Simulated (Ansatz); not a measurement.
Born–Oppenheimer molecular dynamics of CH₅Ga (7 atoms, charge 0, multiplicity 1). It starts at the highest image of a converged band. Of that band: Neighbouring images differ by up to 2.0 eV, so the band resolves the path poorly. A vibrational analysis at the climbing image gives one clearly imaginary mode, 1328i cm⁻¹: a first-order saddle point.

Theory: RKS B3LYP-D4/def2-SVP in Ansatz 0.2.0.

```yaml
ensemble: NVE (velocity Verlet)
time_step: 0.5 fs
steps_asked: 200
starting_velocities_drawn_for: 300 K
seed: 8680
```

First frame:

```xyz
7
Properties=species:S:1:pos:R:3
Ga 0.461 0.012 0.962
H 1.431 -0.537 -0.495
C -0.778 0.444 -0.391
H 0.466 -0.577 -0.757
H 0.667 -0.954 2.171
H -0.383 1.043 -1.224
H -1.863 0.569 -0.265
```

Problem. How far do the bonds stretch over the last three quarters of this one trajectory? (Pairs bonded in most of those frames.)

Solution. 
| bond | mean (Å) | spread (Å) | shortest | longest |
| --- | --- | --- | --- | --- |
| Ga1–H2 | 1.650 | 0.094 | 1.46 | 1.81 |
| Ga1–C3 | 2.029 | 0.095 | 1.89 | 2.17 |
| Ga1–H5 | 1.632 | 0.052 | 1.52 | 1.71 |
| C3–H4 | 1.179 | 0.151 | 0.92 | 1.40 |
| C3–H6 | 1.115 | 0.040 | 1.05 | 1.19 |
| C3–H7 | 1.121 | 0.050 | 1.04 | 1.24 |

Mean temperature of the second half: 2937 K. The conserved energy stayed within 2.3 meV per atom of its start (net change -0.077 meV per atom), so the integration is sound. The system heated up, since it started high on the potential surface and ran downhill. A run of 0.1 ps of so small a system gives no equilibrium averages. The orbitals stay closed-shell, which can raise the energy where a bond breaks towards radicals; this wasn't checked here.

Time of the run: 12 min on 1 thread of Arm Neoverse N1, with other jobs on the host, peak memory 0.24 GiB.
